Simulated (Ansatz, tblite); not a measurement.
Forces on Si₂₁SbH₂₈, a doped nanocrystal cut from the lattice of silicon (Sb on an inner site) at its PBE-D4/def2-SVP geometry. Total charge 0; doublet.

In the def2 sets Sb takes a core potential; there is no spin–orbit coupling. The xTB rows come from tblite. Single mean-field runs in def2-SVP are fitted with def2-universal-jkfit.

GFN2-xTB (tblite), largest force 0.68 eV/Å:

```xyz
50
positions Å, forces eV/Å
Si    1.361   -1.552   -3.744   -0.149   -0.165   -0.135
Si   -3.979   -2.507   -2.755   -0.031    0.085    0.147
Si    2.989    1.893   -3.235    0.151    0.228   -0.229
Si    3.974   -1.066   -0.965    0.316   -0.164   -0.125
Si    0.298   -1.542    0.065   -0.105   -0.251   -0.249
Si    2.969   -1.062    2.742    0.150   -0.110    0.308
Si    1.972    1.879    0.486   -0.013    0.471    0.026
Si   -0.699   -1.510    3.765    0.058   -0.113    0.264
Si   -0.710    1.419   -2.214   -0.125    0.181   -0.132
Si   -4.430    1.040   -1.214   -0.195    0.219    0.026
Si   -1.689    1.414    1.490   -0.110    0.426    0.011
Si   -3.379   -2.033    1.097   -0.229   -0.097    0.088
Si    1.008    1.902    4.208    0.048    0.158    0.233
Si    3.336   -0.431   -3.137    0.337   -0.039   -0.226
Sb   -0.759   -1.178   -2.280    0.402    0.163    0.006
Si   -4.526   -1.290   -0.832   -0.124   -0.165   -0.189
Si    1.318    2.487   -1.690    0.247    0.326   -0.272
Si    2.307   -0.444    0.569    0.571   -0.305    0.196
Si   -1.370   -0.912    1.590   -0.317   -0.440    0.352
Si    1.323   -0.430    4.303    0.063   -0.070    0.301
Si    0.320    2.510    2.040    0.054    0.312    0.403
Si   -2.370    2.046   -0.672   -0.424    0.126   -0.117
H     0.961   -1.155   -5.145    0.106   -0.284    0.510
H     1.598   -3.043   -3.741   -0.176    0.551   -0.115
H    -3.021   -3.656   -2.569   -0.234    0.364   -0.195
H    -3.610   -1.693   -3.969   -0.020   -0.354    0.322
H     2.566    2.283   -4.630    0.307   -0.051    0.525
H     4.273    2.615   -2.909   -0.495   -0.219   -0.286
H     4.178   -2.561   -0.905    0.061    0.604    0.039
H     5.274   -0.396   -0.593   -0.450   -0.399   -0.120
H     0.516   -3.034    0.188   -0.132    0.587   -0.116
H     3.183   -2.556    2.789    0.053    0.625   -0.020
H     4.280   -0.388    3.068   -0.467   -0.404   -0.155
H     3.279    2.558    0.828   -0.438   -0.265   -0.124
H    -0.520   -3.007    3.837   -0.190    0.605    0.044
H    -1.775   -1.115    4.748    0.414   -0.299   -0.392
H    -1.147    1.851   -3.596    0.152   -0.278    0.504
H    -4.750    1.298   -2.668    0.005   -0.066    0.622
H    -5.505    1.700   -0.383    0.315   -0.226   -0.475
H    -2.761    1.791    2.489    0.372   -0.159   -0.337
H    -3.087   -3.509    0.955   -0.190    0.573    0.136
H    -4.301   -1.862    2.282    0.364   -0.224   -0.437
H     2.298    2.607    4.552   -0.584   -0.210   -0.006
H    -0.039    2.315    5.213    0.528   -0.072   -0.325
H     4.418   -0.819   -4.123   -0.322    0.120    0.283
H    -5.985   -1.572   -0.542    0.343    0.021   -0.146
H     1.076    3.980   -1.735    0.029   -0.485    0.029
H     1.762   -0.821    5.696   -0.125    0.126   -0.423
H     0.111    4.005    1.955    0.062   -0.476   -0.013
H    -2.535    3.549   -0.710    0.137   -0.483   -0.016
```

LDA (SPW92)/def2-SVP (Ansatz), largest force 0.26 eV/Å:

```
Si 0.021 0.139 0.174
Si -0.010 0.157 0.213
Si -0.115 -0.160 0.142
Si -0.192 0.110 -0.064
Si -0.043 0.157 -0.008
Si -0.205 0.106 -0.043
Si -0.157 -0.071 -0.048
Si 0.128 0.151 -0.145
Si 0.028 -0.043 0.157
Si 0.164 -0.128 0.092
Si 0.127 -0.039 -0.125
Si 0.061 0.172 -0.126
Si -0.031 -0.164 -0.184
Si -0.136 0.058 0.119
Sb 0.101 0.072 0.038
Si 0.173 0.009 -0.081
Si 0.046 -0.190 -0.006
Si 0.035 -0.009 0.003
Si -0.029 -0.042 0.021
Si -0.065 0.060 -0.171
Si 0.029 -0.180 0.033
Si -0.011 -0.195 -0.010
H -0.007 0.006 -0.020
H 0.002 -0.021 0.002
H 0.033 -0.019 0.009
H 0.024 0.027 -0.022
H -0.009 0.005 -0.020
H 0.019 0.007 0.009
H 0.001 -0.026 0.001
H 0.020 0.015 0.004
H -0.001 -0.026 0.001
H 0.000 -0.026 0.001
H 0.019 0.015 0.003
H 0.020 0.012 0.007
H 0.005 -0.024 -0.002
H -0.017 0.011 0.013
H -0.009 0.002 -0.020
H 0.000 0.004 -0.011
H -0.005 0.010 0.011
H -0.015 0.006 0.018
H 0.004 -0.011 -0.002
H -0.004 0.005 0.017
H 0.020 0.008 0.002
H -0.018 0.003 0.013
H 0.010 -0.007 -0.010
H -0.014 -0.003 0.006
H -0.010 0.019 -0.002
H 0.009 -0.006 0.016
H -0.001 0.023 -0.003
H 0.007 0.022 -0.004
```

PBE-D4/def2-SVP (Ansatz), largest force 0.02 eV/Å:

```
Si 0.013 0.001 -0.008
Si -0.006 0.002 -0.002
Si -0.001 0.001 -0.005
Si 0.011 -0.005 -0.001
Si 0.010 -0.006 0.009
Si 0.009 -0.004 0.002
Si 0.007 0.004 -0.006
Si 0.001 0.001 0.000
Si 0.004 0.013 -0.005
Si -0.010 -0.002 0.003
Si -0.008 -0.002 0.002
Si -0.010 0.000 0.003
Si 0.000 -0.002 0.001
Si 0.007 0.003 -0.009
Sb -0.018 -0.003 0.014
Si 0.004 -0.003 -0.009
Si -0.002 0.000 -0.001
Si -0.009 0.004 -0.003
Si -0.003 -0.014 -0.002
Si -0.006 0.003 0.012
Si -0.001 0.009 0.007
Si -0.015 0.002 -0.008
H 0.002 -0.002 -0.001
H 0.002 0.000 -0.002
H -0.003 0.001 0.000
H 0.001 -0.002 0.003
H 0.001 0.001 0.003
H -0.002 -0.003 0.000
H 0.000 0.001 0.001
H -0.003 -0.001 -0.002
H -0.003 0.005 0.001
H -0.001 0.001 0.001
H -0.004 -0.001 0.000
H -0.006 -0.001 0.001
H -0.001 0.003 -0.001
H 0.003 0.000 -0.003
H 0.000 -0.002 0.004
H 0.003 0.002 0.016
H 0.009 -0.004 -0.001
H 0.006 -0.002 -0.002
H -0.002 0.016 0.004
H 0.009 0.002 -0.008
H -0.002 -0.001 -0.001
H 0.001 -0.001 -0.002
H -0.001 0.000 0.005
H 0.003 -0.003 -0.003
H -0.002 -0.005 0.001
H 0.002 -0.001 -0.002
H 0.002 -0.003 -0.002
H 0.008 -0.004 -0.001
```
